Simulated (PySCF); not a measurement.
Radial density of Mn⁺ (manganese, charge +1)

UHF, [Ar] 3d5 4s1, high-spin 7S determinant. All numbers are calculated (PySCF 2.14, scalar relativity by spin-free X2C-1e, in Sapporo-DKH3-DZP-2012).

| r (bohr) | 4πr²ρ (e/bohr) | 4πr²(ρα − ρβ) |
| --- | --- | --- |
| 0.00129 | 0.2940 | 0.0001 |
| 0.00217 | 0.7400 | 0.0003 |
| 0.00365 | 1.823 | 0.0008 |
| 0.00614 | 4.272 | 0.0018 |
| 0.0103 | 9.330 | 0.0038 |
| 0.0174 | 17.87 | 0.0069 |
| 0.0292 | 27.30 | 0.0087 |
| 0.0491 | 29.49 | 0.0037 |
| 0.0827 | 23.49 | -0.0005 |
| 0.139 | 28.24 | 0.0729 |
| 0.234 | 31.12 | 0.5185 |
| 0.393 | 13.28 | 2.0880 |
| 0.662 | 14.64 | 4.1970 |
| 1.11 | 9.340 | 3.3584 |
| 1.87 | 1.816 | 1.3238 |
| 3.15 | 0.4347 | 0.4319 |
| 5.30 | 0.03765 | 0.0376 |
| 8.91 | 0.0001722 | 0.0002 |

Densities and radii are taken from the X2C orbitals without a picture-change correction, which distorts them close to the nucleus.
